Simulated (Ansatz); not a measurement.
Stepwise reaction of `O[SiH](O)F` with methanol, as a gas-phase model of exchange steps in deposition or etching. ΔE in kJ/mol.

Computed with Ansatz on PBE0-D4/def2-TZVP structures; ΔE is electronic, products minus reactants. CBS: MP2 limit from def2 TZ/QZ plus the TZ coupled-cluster correction, frozen cores. This one scheme is used for every species. DFT in def2-TZVPP. B3LYP here is the variant with VWN-RPA as its local correlation; programs differ in this. One conformer a species, not always the lowest.

```json
{"step": "1", "reaction": "`O[SiH](O)F` + CH₃OH → `CO[SiH](O)F` + H₂O", "PBE-D4": "0.4", "B3LYP-D4": "-1.8", "ωB97M-V": "-0.3", "CCSD(T)/CBS": "-3.0"}
```

Task: Give the row of step 2, `CO[SiH](O)F` + CH₃OH → `CO[SiH](F)OC` + H₂O. (An estimate is asked.)

Result: Computed: 
| step | reaction | PBE-D4 | B3LYP-D4 | ωB97M-V | CCSD(T)/CBS |
| --- | --- | --- | --- | --- | --- |
| 2 | `CO[SiH](O)F` + CH₃OH → `CO[SiH](F)OC` + H₂O | -0.2 | -2.8 | -0.9 | -3.6 |

Task: By hand: ΔE of the 2 steps together at CCSD(T)/CBS.

Result: (-3.0) + (-3.6) = -6.6 kJ/mol, or -3.3 kJ/mol a step.

In ΔE the steps differ by no more than 0.6 kJ/mol. PBE-D4 differs from CCSD(T)/CBS by 3.4 to 3.4 kJ/mol a step. Isolated molecules leave out the surface, adducts and barriers. Largest T1 diagnostic: 0.011.
